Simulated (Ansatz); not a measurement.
Computed with Ansatz on PBE0-D4/def2-TZVP structures; ΔE is electronic, products minus reactants. CCSD(T)/CBS adds triple-zeta CCSD(T) − MP2 to the extrapolated MP2 energy (def2 sets, frozen cores). This one scheme is used for every species. Each species was taken in one conformer, which may not be the lowest.

`N[Si](F)([SiH3])S` + H–F → `N[Si](F)(F)[SiH3]` + H₂S  (ligand exchange at the Si–S bond)

`N[Si](F)([SiH3])S`:

Z-matrix (Å, degrees):
```
Si
F 1 1.606
Si 1 2.337 2 108.0
N 1 1.696 2 114.5 3 121.9
S 1 2.133 2 102.0 3 -120.9
H 3 1.490 1 110.8 2 77.5
H 3 1.485 1 110.3 2 -43.3
H 3 1.487 1 109.0 2 -163.2
H 4 1.007 1 121.7 2 -82.3
H 4 1.008 1 121.5 2 72.5
H 5 1.344 1 92.9 2 -174.7
```

H–F:

Cartesian coordinates in Å:
```
F 0.234 -0.375 -0.128
H -0.234 0.375 0.128
```

`N[Si](F)(F)[SiH3]`:

Z-matrix (Å, degrees):
```
Si
F 1 1.593
F 1 1.598 2 104.5
N 1 1.690 2 106.0 3 -120.6
Si 1 2.334 2 112.3 3 116.6
H 4 1.006 1 122.0 2 -172.4
H 4 1.008 1 121.7 2 32.0
H 5 1.489 1 108.6 2 169.7
H 5 1.485 1 110.9 2 -70.5
H 5 1.486 1 109.9 2 50.9
```

H₂S:

```xyz
3

S    -0.184    0.566    0.173
H     0.043   -0.015   -1.015
H     0.140   -0.550    0.842
```

```csv
species,HF/CBS(def2) energy (Eh)
`N[Si](F)([SiH3])S`,-1133.06335
H–F,-100.07071
`N[Si](F)(F)[SiH3]`,-834.45704
H₂S,-398.72106
```

(1) Work out ΔE.

Largest T1 diagnostic among the species: 0.012.

Answers

(1) ΔE = (-834.45704) + (-398.72106) − (-1133.06335) − (-100.07071) = -0.04404 Eh = -115.6 kJ/mol. CCSD(T)/CBS gives -83.6 kJ/mol.

The D4 term adds +10.2 kJ/mol with B3LYP and +5.6 kJ/mol with PBE0; it sums over pairs of atoms, weighted by their polarisabilities, and B3LYP, whose exchange is more repulsive, gets the larger term. In def2-TZVPP, CCSD(T) changes the Hartree–Fock value by +24.8 kJ/mol (the triples alone add +4.9 kJ/mol) and MP2 by +31.2 kJ/mol.

B3LYP here is the variant with VWN-RPA as its local correlation; programs differ in this.
